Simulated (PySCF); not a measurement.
C$_{3}$H$_{8}$O$_{2}$, charge +1, doublet, at a GFN2-xTB geometry (a state made from the parent by changing its charge; the spin is typed, not shown lowest), atoms displaced at random by about 0.03 Å a coordinate; R2SCAN/STO-3G, gradient (PySCF).

Input for PySCF:
```python
from pyscf import gto, scf, dft

mol = gto.M(
    atom='''
C     1.78236657    0.12393987    0.41400500
C     0.46051956    0.41554330   -0.11902218
O    -0.26390174    1.35083422    0.56407577
C    -0.43315084   -1.05564946   -0.15510489
O    -1.59386361   -0.84222554   -0.85501507
H     2.37538668    0.99422641    0.30434765
H     1.83803795   -0.18867913    1.39548574
H     2.23856907   -0.67761573   -0.15142111
H     0.39871359    0.67544490   -1.21779651
H     0.07708607    1.46821271    1.37835275
H     0.15223951   -1.72223377   -0.64529005
H    -0.62988812   -1.21541938    0.91338309
H    -2.31341407   -0.45350173   -0.36059609
''',
    basis='sto-3g',
    charge=1,
    spin=1,
    verbose=4,
)

mf = dft.UKS(mol)
mf.xc = 'r2scan'
mf.kernel()
g = mf.nuc_grad_method()
grad = g.kernel()
```

It wrote (shortened):

```
PySCF version 2.14.0

[INPUT] verbose = 4
[INPUT] num. atoms = 13
[INPUT] num. electrons = 41
[INPUT] charge = 1
[INPUT] spin (= nelec alpha-beta = 2S) = 1
[INPUT] symmetry False subgroup None
[INPUT] Mole.unit = angstrom
[INPUT] Symbol           X                Y                Z      unit          X                Y                Z       unit  Magmom
[...]
nuclear repulsion = 194.600806337575
number of shells = 23
number of NR pGTOs = 99
number of NR cGTOs = 33
basis = sto-3g
ecp = {}

******** <class 'pyscf.dft.uks.UKS'> ********
method = UKS
initial guess = minao
damping factor = 0
level_shift factor = 0
DIIS = <class 'pyscf.scf.diis.CDIIS'>
diis_start_cycle = 1
diis_space = 8
diis_damp = 0
SCF conv_tol = 1e-09
SCF conv_tol_grad = None
SCF max_cycles = 50
direct_scf = True
direct_scf_tol = 1e-13
number electrons alpha = 21  beta = 20
XC library pyscf.dft.libxc version 7.1.2
    S. Lehtola, C. Steigemann, M. J. T. Oliveira, and M. A. L. Marques,  SoftwareX 7, 1–5 (2018)
XC functionals = r2scan
    J. W. Furness, A. D. Kaplan, J. Ning, J. P. Perdew, and J. Sun,  J. Phys. Chem. Lett. 11, 8208–8215 (2020)
    J. W. Furness, A. D. Kaplan, J. Ning, J. P. Perdew, and J. Sun,  J. Phys. Chem. Lett. 11, 9248–9248 (2020)
    J. W. Furness, A. D. Kaplan, J. Ning, J. P. Perdew, and J. Sun,  J. Phys. Chem. Lett. 11, 8208–8215 (2020)
    J. W. Furness, A. D. Kaplan, J. Ning, J. P. Perdew, and J. Sun,  J. Phys. Chem. Lett. 11, 9248–9248 (2020)
radial grids:
    Treutler-Ahlrichs [JCP 102, 346 (1995); DOI:10.1063/1.469408] (M4) radial grids

becke partition: Becke, JCP 88, 2547 (1988); DOI:10.1063/1.454033
pruning grids: <function nwchem_prune>
grids dens level: 3
symmetrized grids: False
atomic radii adjust function: <function treutler_atomic_radii_adjust>
small_rho_cutoff = 0
Set gradient conv threshold to 3.16228e-05
tot grids = 148984
init E= -266.506224209143

cycle= 1 E= -265.516504071131  delta_E= 0.99  |g|= 0.416  |ddm|= 3.02
cycle= 2 E= -265.25980466013  delta_E= 0.257  |g|= 0.811  |ddm|= 1.47
cycle= 3 E= -265.627370796073  delta_E= -0.368  |g|= 0.085  |ddm|=    1
cycle= 4 E= -265.607660797315  delta_E= 0.0197  |g|= 0.173  |ddm|= 0.461
cycle= 5 E= -265.632837853381  delta_E= -0.0252  |g|= 0.016  |ddm|= 0.338
cycle= 6 E= -265.633003002092  delta_E= -0.000165  |g|= 0.00322  |ddm|= 0.0236
cycle= 7 E= -265.633010380471  delta_E= -7.38e-06  |g|= 0.000928  |ddm|= 0.00601
cycle= 8 E= -265.633011061301  delta_E= -6.81e-07  |g|= 0.000367  |ddm|= 0.00205
cycle= 9 E= -265.633011171728  delta_E= -1.1e-07  |g|= 0.000117  |ddm|= 0.000771
cycle= 10 E= -265.633011181574  delta_E= -9.85e-09  |g|= 4.36e-05  |ddm|= 0.000233
cycle= 11 E= -265.633011183104  delta_E= -1.53e-09  |g|= 5.98e-06  |ddm|= 8.15e-05
cycle= 12 E= -265.633011183145  delta_E= -4.08e-11  |g|= 2.75e-06  |ddm|= 1.67e-05
Extra cycle  E= -265.633011183086  delta_E= 5.89e-11  |g|= 8.99e-06  |ddm|= 2.14e-05
converged SCF energy = -265.633011183086  <S^2> = 0.75153716  2S+1 = 2.0015366

******** <class 'pyscf.grad.uks.Gradients'> for <class 'pyscf.dft.uks.UKS'> ********
unit = Eh/Bohr
grid_response = False
--------------- UKS gradients ---------------
         x                y                z
0 C    -0.0395600249     0.0199058116     0.0352606288
1 C     0.0319343418     0.0124505474     0.0495030247
2 O     0.1092256590    -0.0106636027     0.1605477836
3 C     0.0562209004    -0.0771983777    -0.0743217271
4 O    -0.0323465681     0.0386785645     0.0942258493
5 H    -0.0255967051    -0.0293200986     0.0043710776
6 H     0.0078658029     0.0148716574    -0.0646247183
7 H    -0.0086883979     0.0064600912     0.0123067105
8 H    -0.0072977504     0.0003726104    -0.0095229621
9 H    -0.0775915335    -0.0205630697    -0.1792897688
10 H    -0.0570356295     0.0635370795     0.0438118691
11 H    -0.0064626828     0.0136407012    -0.0117434633
12 H     0.0522786696    -0.0334187542    -0.0582883830
----------------------------------------------
```
